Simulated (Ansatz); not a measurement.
Z-matrix (Å, degrees):
```
Si
O 1 1.635
H 1 1.488 2 110.9
H 1 1.484 2 110.1 3 -121.0
H 1 1.484 2 108.1 3 119.6
B 2 1.374 1 140.2 3 16.8
N 6 1.403 2 118.7 1 -162.3
O 6 1.374 2 122.6 1 17.7
H 7 1.003 6 122.3 2 -178.8
H 7 1.003 6 122.3 2 1.2
Si 8 1.635 6 140.2 2 17.7
H 11 1.484 8 110.1 6 -104.2
H 11 1.484 8 108.1 6 136.4
H 11 1.488 8 110.9 6 16.8
```

The species carries charge 0 and has multiplicity 1.

**Question.** List the PBE/def2-TZVPP orbital energies in eV (the Gaussian-basis code of Ansatz). (Best estimate.)

**Answer.** Computed: Occupied: -1780.05, -1780.05, -510.25, -510.25, -380.07, -178.21, -137.72, -137.72, -94.50, -94.50, -94.44, -94.44, -94.43, -94.43, -25.44, -24.58, -21.31, -14.75, -14.24, -12.22, -12.10, -11.52, -10.84, -10.23, -9.34, -9.14, -8.76, -8.16, -7.97, -7.29, -7.13, -6.31. Lowest empty: -0.86, -0.02, 0.45, 0.51, 0.70, 0.82, 1.14, 1.25.
